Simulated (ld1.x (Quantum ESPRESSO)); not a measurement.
**Before and after: ultrasoft potential for Cl (Z = 17)**

```json
{
  "Element": "chlorine (Cl)",
  "Generator": "ld1.x (Quantum ESPRESSO) 7.5",
  "Type": "ultrasoft",
  "Functional": "BLYP",
  "Relativity": "scalar-relativistic",
  "Frozen core": "[Ne]",
  "Valence charge": "7",
  "Reference configuration": "3s2 3p5",
  "Partial waves": "3s (bound): rcut 1.05, rcutus 1.40 bohr; 3s channel at -1.1 Ry: rcut 1.05, rcutus 1.40 bohr; 3p (bound): rcut 1.05, rcutus 1.15 bohr; 3p channel at 3.55 Ry: rcut 1.05, rcutus 1.15 bohr",
  "Local potential": "all-electron potential smoothed inside 1.05 bohr (lloc = -2)",
  "Core correction": "Bessel-smoothed model core inside 0.70 bohr",
  "Augmentation charge": "PSQ, radius 0.95 bohr"
}
```

Change: waves 3s (bound): rcut 1.05, rcutus 1.22 bohr; 3s channel at -1.1 Ry: rcut 1.05, rcutus 1.22 bohr.

Cutoffs: the cutoffs (Ry, on a coarse ladder) from which the occupation-weighted sum of valence levels, in a spherical-Bessel basis at the reference potential, stays within 10 and 1 mRy of its value at 400 Ry; they do not see the model core or the augmentation charge, which bear on the density cutoff. Errors are all-electron minus pseudo energies relative to the spin-unpolarised reference configuration.

Problem. What does the change do?

Solution. The potential gets harder (30 Ry and 60 Ry → 30 Ry and 70 Ry); of the 7 tests that both files solve, the error grows in 3 and shrinks in 0 by more than 15 % and 0.3 meV (median size 0.4 → 0.7 meV); neither file shows a bound ghost. A smaller radius makes the pseudo-wave follow the all-electron one further in, where it bends more sharply, so more plane waves are needed. That the errors move this way runs against the usual rule that smaller radii transfer better.

```tsv
quantity	base	changed
cutoff, loose	30 Ry	30 Ry
cutoff, tight	60 Ry	70 Ry
loose cutoff by channel (10 mRy a level)	s 8 Ry, p 12 Ry	s 21 Ry, p 12 Ry
bound ghosts	none	none
error for 3s2 3p4, meV [ΔE 13.73 eV]	-0.8	-0.7
error for 3s2 3p3, meV [ΔE 39.03 eV]	-0.8	-0.6
error for 3s2 3p2, meV [ΔE 77.20 eV]	+0.2	+0.2
error for 3s1 3p6, meV [ΔE 12.14 eV]	-0.3	-1.0
error for 3s2 3p1, meV [ΔE 129.35 eV]	+0.4	-1.2
error for 3s2 3p4.5, meV [ΔE 5.51 eV]	-0.4	-0.4
error for 3s1 3p5, meV [ΔE 26.42 eV]	-2.8	-4.0
lowest overlap eigenvalue by channel	s 0.44, p 0.73	s 0.50, p 0.73
```
